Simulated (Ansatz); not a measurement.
A structure relaxed at PBE0-D4/def2-TZVP, charge 0, multiplicity 1:

Cartesian coordinates in Å:
```
N 0.928 -1.210 0.412
C 0.237 -0.465 -0.637
Al -0.811 1.113 -0.090
Cl -1.873 2.315 -1.438
I -0.879 1.705 2.311
H 0.275 -1.547 1.108
H 1.582 -0.617 0.908
H -0.427 -1.146 -1.182
H 0.967 -0.148 -1.391
```

**Question.** Give its formula and SMILES.

**Answer.** CH4AlClIN, `N[CH2][Al]([Cl])[I]`.

**Question.** Point group (tolerance 0.08 Å, 0.16 Å for H)?

**Answer.** Cs.

**Question.** Summarise the bond lengths by kind.

**Answer.** 1 × C–N 1.461 Å; 2 × H–N 1.012 Å; 1 × Al–C 1.972 Å; 2 × C–H 1.096 Å; 1 × Al–Cl 2.096 Å; 1 × Al–I 2.474 Å.

Computed with Ansatz.
